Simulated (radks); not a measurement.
The aluminium ion Al11+, configuration [He].

Calculated with a radial shooting solver on a logarithmic mesh with Libxc functionals: scalar-relativistic Kohn-Sham, LDA (Slater exchange, Perdew-Wang correlation), spin-polarised, spherical densities, finite nucleus; Fermi nuclear charge, rms radius 3.061 fm.

Energy parts (eV):
total: -4365.748
kinetic: 4380.381
electron-nucleus: -8985.442
Hartree: 429.614
exchange-correlation: -190.301

Orbitals (lengths in bohr, moments of r in powers of bohr; <r^-3> diverges for s and p1/2):
orbital  occ.  eigenvalue (eV)     <r>  <1/r>  <r^-3>      <r^4>
1s          2        -1999.055  0.1191  12.70       -  0.0009194
2s          0        -452.1831  0.5001  2.986       -     0.1415
2p          0        -435.4410  0.4289  2.931   69.21    0.09312

The highest occupied level is 1s at -1999.1 eV. The density falls to 0.001 e/bohr^3 at r = 0.56 bohr.
